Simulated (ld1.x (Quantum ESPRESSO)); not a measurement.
**Ranking PAW potentials for V (Z = 23)**

All share these settings but for the change named:

* Element: V (Z = 23)
* Generator: ld1.x (Quantum ESPRESSO) 7.5
* Type: PAW
* Functional: PBEsol
* Relativity: non-relativistic
* Frozen core: [Ne]
* Valence charge: 13
* Reference configuration: 3s2 3p6 3d3 4s0 4p0 (charge +2)
* Partial waves: 3s (bound): rcut 1.40, rcutus 1.55 bohr; 4s (bound, empty): rcut 1.40, rcutus 1.55 bohr; 3p (bound): rcut 1.55, rcutus 1.75 bohr; 4p (bound, empty): rcut 1.55, rcutus 1.75 bohr; 3d (bound): rcut 2.05, rcutus 2.35 bohr; 3d channel at 3.35 Ry: rcut 2.05, rcutus 2.35 bohr
* Local potential: all-electron potential smoothed inside 2.30 bohr (lloc = -1)
* Core correction: a·sin(br)/r model core, default radius (ld1.x builds one for every PAW set, though the input has nlcc=.false.)
* Augmentation charge: BG, radius 1.00 bohr

Cutoff: the first of the cutoffs (Ry, on a coarse ladder) from which the occupation-weighted sum of valence levels, in a spherical-Bessel basis at the reference potential, stays within 10 and 1 mRy of its value at 400 Ry; the density cutoff is not measured.

The base gives 30 Ry.

Of 9 variants that were run, those that failed, showed a ghost or another fault, or gave nearly equal values are left out.

Question: Rank these variants from softest to hardest (loose cutoff).
A. all radii but the core radius scaled by about 1.25 (s 1.94, p 2.18, d 2.94 bohr, rcut 1.76/1.94/2.56); local potential all-electron potential smoothed inside 2.88 bohr (lloc = -1); augmentation BG, radius 1.26 bohr
B. all radii but the core radius scaled by about 0.81 (s 1.26, p 1.42, d 1.90 bohr, rcut 1.14/1.26/1.66); local potential all-electron potential smoothed inside 1.86 bohr (lloc = -1); augmentation BG, radius 0.80 bohr
C. all radii but the core radius scaled by about 0.87 (s 1.36, p 1.52, d 2.06 bohr, rcut 1.22/1.36/1.80); local potential all-electron potential smoothed inside 2.02 bohr (lloc = -1); augmentation BG, radius 0.88 bohr
D. all radii but the core radius scaled by about 0.74 (s 1.16, p 1.30, d 1.74 bohr, rcut 1.04/1.16/1.52); local potential all-electron potential smoothed inside 1.72 bohr (lloc = -1); augmentation BG, radius 0.74 bohr
E. all radii but the core radius scaled by about 1.39 (s 2.16, p 2.44, d 3.28 bohr, rcut 1.94/2.16/2.86); local potential all-electron potential smoothed inside 3.20 bohr (lloc = -1); augmentation BG, radius 1.40 bohr

Answer: E (15 Ry), A (18 Ry), C (35 Ry), B (40 Ry), D (50 Ry).
